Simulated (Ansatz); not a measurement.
Computed with PBE-D3(BJ)/def2-TZVP // PBE0-D3(BJ)/def2-SVP (Ansatz, an electronic-structure program). All species are isolated molecules in the gas phase.  In the def2 sets, heavy atoms carry core potentials.

Reference species (SMILES): `[CH3][Sn]([Cl])([Cl])[Cl]` (neutral, multiplicity 1).

```yaml
HOMO: -7.74 eV
vertical ionisation energy (Delta-SCF): 10.33 eV
```

Changed species: `C[C](C)(C)[Sn]([Cl])([Cl])[Cl]` (Y = tert-butyl; the reference has Y = methyl).

Question: Predict the effect on the HOMO and vertical ionisation energy (Delta-SCF).

Answer: the HOMO rises by 0.68 eV, to -7.06 eV; the vertical ionisation energy (Delta-SCF) falls by 0.95 eV, to 9.38 eV.
